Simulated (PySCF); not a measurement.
**Question.** Give a PBE0-D3(BJ)/def2-SVP geometry of `C=N[C@@H]1C[O][GeH2][O]1`.

**Answer.** 
Z-matrix in Å and degrees, rows numbered from 1:
```
C 
N   1  1.2625
C   2  1.4387  1  119.69
C   3  1.5467  2  109.64  1   124.17
O   4  1.4100  3  109.51  2   -90.25
Ge  5  1.7837  4  108.47  3   -29.49
O   3  1.4097  2  115.39  1     1.53
H   1  1.1040  2  123.05  3     0.81
H   1  1.0993  2  119.04  3  -179.80
H   3  1.1041  2  106.17  1  -118.00
H   4  1.0998  3  109.51  2    29.67
H   4  1.1063  3  109.18  2   148.62
H   6  1.5350  5  110.55  4   129.93
H   6  1.5362  5  114.13  4   -99.74
```

The C–N distances run from 1.263 Å (C1=N2, drawn double) to 1.439 Å (N2–C3, drawn single), a spread of 0.176 Å. Of the pairs four or more bonds apart, O7···H8 is among the closest relative to their van der Waals radii: 2.31 Å, 85 % of the sum of Bondi's values. The 5-membered ring C3–C4–O5–Ge6–O7 has internal angles of 93.1° to 109.5° (sum 529°, against 540° for a flat polygon); it is puckered, 0.14 Å rms from its mean plane, widest ring torsion 36°. O5 (oxygen bonded to C and Ge) is bent (angle 108.5°).

Computed, not measured: PySCF, PBE0-D3(BJ)/def2-SVP geometry optimisation, gas phase.

Point group: C1 (no symmetry element, even within 0.4 Å). Not checked by PBE0-D3(BJ)/def2-SVP frequencies. One conformer, not necessarily the lowest (C1–N2–C3–C4 124°, N2–C3–C4–O5 -90°, C3–C4–O5–Ge6 -29°, C4–O5–Ge6–O7 13°, O5–Ge6–O7–C3 8°).
